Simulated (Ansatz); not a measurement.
Harmonic frequencies (cm⁻¹) at PBE0-D4/def2-TZVP from Ansatz: 199, 217, 276, 431, 477, 519, 578, 620, 902, 1206, 1412, 1622, 2154, 3622, 3740.

Each molecule was computed in one conformer, which needn't be the lowest.

(1) Which molecule is it?
A. `OC1=CB1`
B. `BSB`
C. `N=[C](Cl)[AlH][F]`
D. `NB(F)[TeH]`

## Answers

(1) D.
